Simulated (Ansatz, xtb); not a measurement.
Species: sum formula CuO$_{2}$H$_{2}$, net charge 0, doublet state. The spin state was set by rule; other spins were not relaxed. SMILES: [OH][Cu][OH]
Coordinates optimised at B3LYP-D3(BJ)/def2-TZVP (Ansatz, a quantum-chemistry and plane-wave program):
```xyz
5

Cu    -0.0005    -0.0017    -0.0011
O      1.3694     0.1708    -1.0828
H      1.9453     0.9295    -0.9338
O     -1.4120    -0.3191     0.9906
H     -1.5905     0.3068     1.7020
```
Charge 0, spin multiplicity 2.

Harmonic wavenumbers from GFN2-xTB (xtb, at its own minimum), cm⁻¹: 164, 198, 439, 475, 672, 676, 700, 3631, 3634.

Q: Give the harmonic wavenumbers at B3LYP-D3(BJ)/def2-TZVP (Ansatz, finite differences of forces, unscaled).

A: 118, 194, 495, 597, 688, 730, 753, 3808, 3812 cm⁻¹. Zero-point energy 16.0 kcal/mol.

Q: From these and the geometry, give the ideal-gas thermochemistry at 298.15 K and 1 atm (rigid rotor, harmonic oscillator).

A: Point group C2v, rotational symmetry number 2. Rotational constants 369.7, 4.671, 4.613 GHz. S(trans) 39.64, S(rot) 19.85, S(vib) 7.30, S(elec, spin only) 1.38, S 68.2 cal/(mol K). H(298) - H(0) 3.61 kcal/mol; G - E(el) -0.7 kcal/mol.
